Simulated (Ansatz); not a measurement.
A nudged elastic band was laid between two geometries of CH5NOSi (9 atoms, charge 0, multiplicity 1).

Level of theory: Ansatz 0.2.0, RKS PBE0/def2-mTZVP.

```
movable images  : 5
climbing image  : yes
spring          : 5.0 eV/Å²
optimiser       : quadratic models (default)
start path      : IDPP
force threshold : 0.03 eV/Å
iteration limit : 60
end points      : relaxed
```

First end point:

```xyz
9
Properties=species:S:1:pos:R:3
N -0.749 0.819 -0.966
Si 0.272 -0.467 -0.495
C 0.281 -0.330 1.428
O -0.252 0.606 1.983
H -0.814 1.193 -1.899
H -0.986 1.499 -0.256
H 1.691 -0.398 -0.960
H -0.231 -1.816 -0.880
H 0.787 -1.108 2.046
```

Last end point:

```xyz
9
Properties=species:S:1:pos:R:3
N -0.832 0.921 -0.910
Si 0.382 -0.190 -0.416
C 0.273 -0.623 1.465
O 1.166 -1.213 2.029
H -1.548 0.666 -1.571
H -0.722 1.920 -0.845
H 1.763 0.317 -0.634
H 0.162 -1.462 -1.156
H -0.644 -0.337 2.038
```

**Question.** Which bonds break or form, and what moves?

**Answer.** No bond is made or broken. The dihedral N1–Si2–C3–O4 goes from -7 to -168°.

**Question.** Give the energies along the band, and the barrier.

**Answer.** The forces met the threshold. The highest image is number 3 of 0 to 6, 1.7 kcal/mol above the first end and 1.0 kcal/mol above the last; the last end lies 0.7 kcal/mol above the first. A vibrational analysis at the climbing image gives one clearly imaginary mode, 66i cm⁻¹: a first-order saddle point.

```
image  path coordinate (Å)  energy (kcal/mol)  dihedral N1–Si2–C3–O4 (°)
    0                 0.00                0.0                         -7
    1                 0.63                0.5                        -29
    2                 1.27                1.4                        -54
    3                 1.90                1.7                        -80
    4                 2.61                1.3                       -109
    5                 3.33                0.8                       -140
    6                 4.04                0.7                       -168
```

**Question.** What is the geometry of the highest image?

**Answer.** 
```xyz
9
Properties=species:S:1:pos:R:3
N -1.031 0.629 -0.846
Si 0.387 -0.278 -0.477
C 0.438 -0.387 1.450
O 0.843 0.541 2.114
H -1.468 0.556 -1.753
H -1.136 1.561 -0.471
H 1.693 0.303 -0.904
H 0.225 -1.627 -1.083
H 0.050 -1.297 1.968
```

**Question.** What are the harmonic wavenumbers there?

**Answer.** 66i, 156, 230, 283, 414, 548, 647, 750, 797, 858, 912, 950, 971, 1413, 1633, 1776, 2200, 2234, 2829, 3597, 3689 cm⁻¹.

The run took 76 s on 2 threads of Intel(R) Xeon(R) Platinum 8488C (Sapphire Rapids), with other jobs on the host, peak memory 0.2 GiB.
